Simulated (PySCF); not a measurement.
InN: from constants to spectrum

UHF-CCSD(T) constants of InN, ³Σ⁻ (triplet), unpaired electrons π ↑↑ (In x2c-TZVPPall, N x2c-TZVPPall; spin-free X2C with a Gaussian nucleus (PySCF 2.14); masses 114.9039 and 14.0031 u):

```
ωe              : 447.8 cm⁻¹
ωexe            : 2.44 cm⁻¹
Be              : 0.2761 cm⁻¹
αe              : 0.00227 cm⁻¹
D (centrifugal) : 4.2e-07 cm⁻¹
De to In + N    : 1.57 eV
```

Q: Give the vibrational terms G(v) and spacings up to v = 3.

A: G(v) = ωe(v+½) − ωexe(v+½)².

| v | G(v) (cm⁻¹) | G(v) − G(v−1) | Bv (cm⁻¹) |
| --- | --- | --- | --- |
| 0 | 223 |  | 0.2750 |
| 1 | 666 | 443 | 0.2727 |
| 2 | 1104 | 438 | 0.2704 |
| 3 | 1537 | 433 | 0.2682 |

Q: How well does the Morse estimate ωe²/(4ωexe) reproduce De, and what is D0?

A: It gives 2.55 eV, 162 % of the computed De. D0 = De − G(0) = 1.57 − 0.03 = 1.54 eV.

Correlated steps freeze 19 core orbitals. Spin–orbit coupling is left out, which matters for elements this heavy, above all for dissociation energies. The state is the lowest determinant that a PBE0 search found; another state may lie lower at other levels.
